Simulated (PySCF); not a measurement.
C3H6N2Si, SMILES N#CC/C=N/[SiH3].

Geometry: ωB97X-D3(BJ)/def2-SVP. The structure was generated by enumeration; whether it is a known compound was not checked. One conformer was computed; it need not be the lowest.

Two levels are set side by side: PBE/def2-TZVP (PySCF) and r2SCAN/def2-TZVP (PySCF). Same geometry, gas phase. Differences are taken from unrounded values.

```csv
quantity,PBE
orbital gap (eV),3.91
highest occupied level (eV),-6.39
lowest empty level (eV),-2.48
dipole moment (D),3.07
mean polarisability (bohr³),76.9
```

### Question
These are the PBE values. What does r2SCAN give? (The exact figures need the calculation; the answer reports its results.)

### Answer

| quantity | r2SCAN | PBE minus r2SCAN |
|---|---|---|
| orbital gap (eV) | 4.39 | -0.47 |
| highest occupied level (eV) | -6.68 | 0.29 |
| lowest empty level (eV) | -2.30 | -0.18 |
| dipole moment (D) | 3.12 | -0.05 |
| mean polarisability (bohr³) | 74.8 | 2.1 |

Rough cost on one machine, each run with all the roots and properties that it gave: r2SCAN against PBE about 3 times.
